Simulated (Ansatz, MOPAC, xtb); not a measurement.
Diatomic BaIn, multiplicity 4 (lowest of 2S+1 = 2, 4 at CCSD(T)/def2-TZVPP on PBE0 minima; our sources give no spin for the ground state, which may be another). No spin–orbit coupling.

Seven points along R, fitted to fifth degree in 1/R; most abundant isotopes. In def2 and cc sets the state is the lowest found near the PBE0 minimum, followed along R.

Run with Ansatz (a quantum-chemistry and plane-wave program) with Gaussian orbitals; MOPAC for PM7 (differences of heats of formation); xtb for the GFN methods. Each number belongs to the level named beside it. In def2 rows elements past Kr take small-core potentials, without spin–orbit coupling. The GFN methods have no spin term and hold the electronic entropy of 300 K.

| level | r_e (Å) | ω_e (cm⁻¹) | ω_e x_e (cm⁻¹) | α_e (cm⁻¹) | dipole (D) |
|---|---|---|---|---|---|
| PM7 | 3.204 | 184 | 0.44 | 6.3e-5 | - |
| GFN2-xTB | 3.113 | 122 | 0.40 | 0.00015 | - |
| SVWN5/def2-TZVPP | 3.112 | 128 | 0.28 | 7.9e-5 | 4.81 |
| PBE/def2-TZVPP | 3.185 | 120 | 0.27 | 7.7e-5 | 4.92 |
| r2SCAN/def2-TZVPP | 3.165 | 125 | 0.25 | 7.2e-5 | 5.49 |
| B97M-V/def2-TZVPP | 3.228 | 118 | 0.27 | 7.2e-5 | 5.00 |
| B3LYP/def2-TZVPP | 3.197 | 119 | 0.28 | 7.8e-5 | 4.94 |
| PBE0/def2-TZVPP | 3.158 | 127 | 0.26 | 7.2e-5 | 5.41 |
| BHLYP/def2-TZVPP | 3.178 | 124 | 0.27 | 7.4e-5 | 5.04 |
| CAM-B3LYP/def2-TZVPP | 3.149 | 127 | 0.27 | 7.5e-5 | 4.93 |
| wB97X-V/def2-TZVPP | 3.136 | 130 | 0.26 | 7.2e-5 | 4.60 |
| wB97M-V/def2-TZVPP | 3.135 | 130 | 0.25 | 7.2e-5 | 4.54 |
| B2PLYP/def2-TZVPP | 3.164 | 126 | 0.27 | 7.3e-5 | - |
| CCSD/def2-TZVPP | 3.169 | 126 | 0.25 | 7.1e-5 | - |
| CCSD(T)/def2-TZVPP | 3.166 | 127 | 0.25 | 7.0e-5 | - |

Correlated levels freeze the inner cores; with def2 sets outer-core shells near the valence are correlated too. The state that PM7 reach isn't checked; PM7 holds dispersion and hydrogen-bond terms.
